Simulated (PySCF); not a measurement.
Compound: C2H6BP.
Bonds: B1–P2, P2–C3, C3–C4 (double), P2–C4. Hydrogens: H5, H6, H7 on B1; H8 on P2; H9 on C3; H10 on C4.
Bond orders are those of one Lewis drawing.

Computed by this run: PBE0-D3(BJ)/def2-SVP geometry optimisation, gas phase (PySCF); density fitting, grid level 1; the optimiser is geomeTRIC in internal coordinates, started from a GFN2-xTB structure.

Step 0: E = -12122.1053 eV
```
atom  x, y, z in Å  |  force x, y, z in eV/Å
B1     -1.7073    0.0013    0.3453    0.551  -0.360  -0.161
P2      0.0893   -0.5793   -0.1321    0.731   0.901  -0.017
C3      1.3679    0.4889   -0.8585   -0.414  -0.625   1.222
C4      1.6417    0.2053    0.3984   -0.932  -0.111  -1.074
H5     -2.3715   -0.2210   -0.6143   -0.359  -0.168  -0.683
H6     -2.0141   -0.6502    1.2892   -0.129  -0.464   0.640
H7     -1.5423    1.1571    0.5750    0.228   0.680   0.109
H8      0.5232   -1.8645   -0.5231   -0.362  -0.369   0.002
H9      1.6983    1.0626   -1.6975    0.202   0.408  -0.689
H10     2.3271    0.4083    1.1932    0.485   0.108   0.651
```

Step 1: E = -12122.2127 eV
```
atom  x, y, z in Å  |  force x, y, z in eV/Å
B1     -1.6819   -0.0206    0.3374   -0.265   0.413   0.116
P2      0.0861   -0.4736   -0.1380    0.424  -0.448  -0.093
C3      1.4071    0.5001   -0.8626   -0.216   0.090  -0.233
C4      1.6518    0.2205    0.3972   -0.009  -0.016   0.227
H5     -2.3487   -0.2828   -0.6558    0.088  -0.019   0.020
H6     -1.9387   -0.7300    1.3021    0.094  -0.007  -0.065
H7     -1.6016    1.1739    0.5928   -0.111  -0.044   0.011
H8      0.3165   -1.8442   -0.4784    0.077   0.159   0.000
H9      1.7643    1.0596   -1.7315    0.004  -0.080   0.095
H10     2.3572    0.4057    1.2124   -0.086  -0.048  -0.078
```

Q: Estimate the geometry and energy of step 2. (The exact step hangs on the optimiser's Hessian estimate; all steps are aligned on step 1, rigid shifts and turns removed.)

A: E = -12122.2279 eV, largest force 0.166 eV/Å
```
atom  x, y, z in Å  |  force x, y, z in eV/Å
B1     -1.6747   -0.0025    0.3385   -0.075   0.119   0.025
P2      0.0963   -0.5059   -0.1424   -0.003  -0.041   0.033
C3      1.3894    0.4954   -0.8624    0.009  -0.008   0.114
C4      1.6402    0.2118    0.4001    0.027   0.066  -0.149
H5     -2.3327   -0.2727   -0.6553   -0.003  -0.034  -0.004
H6     -1.9212   -0.7150    1.3002   -0.004  -0.034  -0.004
H7     -1.6045    1.1910    0.5925    0.020  -0.052  -0.013
H8      0.3471   -1.8644   -0.4892    0.006   0.023  -0.011
H9      1.7371    1.0655   -1.7243    0.030  -0.019   0.008
H10     2.3351    0.4054    1.2179   -0.007  -0.020   0.000
```

The energy changes by -0.0152 eV. The first-order estimate −F·Δx gives -0.0323 eV and the mean of the old and new forces, exact on a quadratic surface, -0.0154 eV. The step makes an angle of 64° with the force vector and moves no atom by more than 0.038 Å.

The cost below is that of the whole optimisation. On one thread, Arm Neoverse V1 (aarch64), shared host with 32 logical CPUs at a one-minute load of 9.4, this took 11 s of wall time and 0.42 GiB of memory at its peak.
